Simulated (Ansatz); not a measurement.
Consider the redistribution: `O=CBBr` + `[CH3][Ga]([Br])[Br]` → `CBC=O` + `[Br][Ga]([Br])[Br]`.

Gas-phase electronic energies from Ansatz, PBE0-D4/def2-TZVP geometries. CCSD(T)/CBS is the MP2 limit (def2-TZVPP, def2-QZVPP) plus CCSD(T) − MP2 in def2-TZVPP, frozen cores. Functionals use def2-TZVPP. For Br, Ga outer-core shells are correlated without core-valence functions, which leaves a few kJ/mol of doubt a bond. Scalar relativity is left out up to krypton. One conformer a species, not always the lowest.

(1) Is it downhill or uphill in electronic energy at CCSD(T)/CBS, and by how much? (Estimate.)

(2) What do these levels give: BLYP-D4, B97M-V, r2SCAN0-D4, BHLYP-D4, ωB97X-V, PBE0, RPA@PBE/def2-TZVPP, HF/def2-TZVPP, MP2/def2-TZVPP, CCSD(T)/def2-TZVPP, SCS-MP2/def2-QZVPP, CCSD/CBS(def2)? (Estimate.)

Largest T1 diagnostic among the species: 0.016.

Results:

(1) Ansatz gave: Downhill: ΔE = -0.36 eV.

(2) Computed: BLYP-D4 -0.42, B97M-V -0.50, r2SCAN0-D4 -0.49, BHLYP-D4 -0.55, ωB97X-V -0.46, PBE0 -0.45, RPA@PBE/def2-TZVPP -0.31, HF/def2-TZVPP -0.63, MP2/def2-TZVPP -0.36, CCSD(T)/def2-TZVPP -0.38, SCS-MP2/def2-QZVPP -0.38, CCSD/CBS(def2) -0.39 eV.

In def2-TZVPP, CCSD(T) changes the Hartree–Fock value by +0.25 eV (the triples alone add +0.03 eV) and MP2 by +0.27 eV. From r2SCAN to r2SCAN0 (25 % exact exchange), in def2-TZVPP and without D4, ΔE moves by −0.04 eV.
